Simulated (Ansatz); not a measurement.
Calculated with Ansatz (gas phase, PBE0-D4/def2-TZVP geometries, no zero-point term in ΔE). CCSD(T)/CBS adds triple-zeta CCSD(T) − MP2 to the extrapolated MP2 energy (def2 sets, frozen cores). DFT in def2-TZVPP. One conformer a species, not always the lowest.

Consider the formal exchange of groups at a C–O bond: `CO[SiH](C)[SiH3]` + `CCCC(C)CC` → `CCCC(C)(C)CC` + `C[SiH](O)[SiH3]`.

| level | ΔE (kcal/mol) |
| --- | --- |
| PBE0-D4 | -13.0 |
| HF/def2-TZVPP | -7.7 |
| SCS-MP2/def2-TZVPP | -14.3 |
| CCSD(T)/def2-TZVPP | -14.5 |

(1) What does CCSD(T)/CBS give? (Estimate.)

Largest T1 diagnostic among the species: 0.012.

Answers

(1) The calculation gave: -14.8 kcal/mol. The listed levels differ from it by 1.8, 7.1, 0.5, 0.3 kcal/mol.

The D4 term adds −2.4 kcal/mol with B3LYP and −1.4 kcal/mol with PBE0; it sums over pairs of atoms, weighted by their polarisabilities, and B3LYP, whose exchange is more repulsive, gets the larger term. In def2-TZVPP, CCSD(T) changes the Hartree–Fock value by −6.8 kcal/mol (the triples alone add −0.8 kcal/mol) and MP2 by −8.9 kcal/mol. From PBE to PBE0 (25 % exact exchange), in def2-TZVPP and without D4, ΔE moves by −0.8 kcal/mol.

B3LYP here is the variant with VWN-RPA as its local correlation; programs differ in this.
